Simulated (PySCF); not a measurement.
# One molecule, several mistakes: AlBCH5Si cation

All numbers below are calculated, not measured. The program is PySCF 2.14.0, an open-source quantum chemistry code, run on an isolated molecule that a program drew, which may never have been made. The molecule is AlBCH5Si cation (charge +1, singlet), drawn as the SMILES string `[AlH2][B]=C[SiH2+]`.

Each row is a Hartree-Fock (HF) and frozen-core CCSD(T) single point in the cc-pV(D+d)Z basis, meant for a local HF minimum. Run 1 is clean. Each other run has one planted mistake out of seven kinds, and not every kind appears here: one electron removed, one electron added, multiplicity raised by two, geometry at a saddle point, minimal basis STO-3G, one bond length entered in bohr, all coordinates scaled. The reference is restricted for singlets and unrestricted otherwise, and also for a bond in bohr. Adding or removing an electron swaps singlet and doublet. Electrons count all cores. HOMO and LUMO are orbital energies over both spins, the gradient is its largest component, and the lowest frequency (negative if imaginary) is given only where the gradient is small. Bond lengths are over the 8 bonds as drawn. T1 is the CCSD diagnostic: over 0.02 (restricted) or 0.045 (unrestricted) a single reference is doubtful.

Geometry of the clean run:
```xyz
9
AlBCH5Si cation, angstrom
Al    1.3950    1.7129    2.7489
B    -0.0062    0.6718    1.4156
C    -0.8979   -0.0180    0.5336
Si   -0.2916   -1.0566   -0.7232
H     2.8946    1.4123    2.4337
H     0.7139    2.6093    3.8277
H    -1.9746    0.1062    0.6462
H    -1.1800   -1.7716   -1.6367
H     1.1473   -1.2483   -0.9058
```

```
run  electrons  basis functions  <S^2>  HOMO (eV)  LUMO (eV)  gradient (hartree/bohr)  lowest frequency (cm^-1)  mean bond (Å)  longest bond (Å)      T1  HF (hartree)  CCSD(T) (hartree)                 mistake
  1         42               99  0.000     -15.05      -4.57                  1.4e-05                        79         1.5628             2.197  0.0149    -596.01046         -596.41722                no fault
  2         43               99  0.945      -6.25       0.81                  2.5e-02                         -         1.5628             2.197  0.0307    -596.20772         -596.63129      one electron added
  3         41               99  1.041     -20.79     -12.84                  3.9e-02                         -         1.5628             2.197  0.0522    -595.47080         -595.85911    one electron removed
  4         42               99  0.000     -15.94      -4.57                  6.0e-02                         -         1.4643             2.058  0.0135    -595.97253         -596.37328  all coordinates scaled
  5         42               99  2.164     -11.73      -7.39                  2.0e-02                         -         1.5628             2.197  0.0383    -595.87154         -596.27160                       ?
  6         42               33  0.000     -12.84      -1.00                  4.0e-02                         -         1.5628             2.197  0.0163    -589.05219         -589.27165                       ?
```

**Which mistake was planted in run 5, and what did it cost?**

Electrons, basis and geometry are unchanged, and <S^2> is 2.164, beside S(S+1) = 2.00 for a multiplicity of 3. So the mistake is: multiplicity raised by two. Subtracting run 1 and multiplying by 627.51 kcal/mol a hartree, the energy moved by 87.2 kcal/mol in HF and 91.4 kcal/mol in CCSD(T).

**Which mistake was planted in run 6, and what did it cost?**

It has 33 basis functions where the clean run has 99, with the same electrons and geometry. So the mistake is: minimal basis STO-3G. Subtracting run 1 and multiplying by 627.51 kcal/mol a hartree, the energy moved by 4366.4 kcal/mol in HF and 4483.9 kcal/mol in CCSD(T).

Cautions from the logs. Run 3: T1 is over the limit, so its CCSD(T) energy is less reliable.
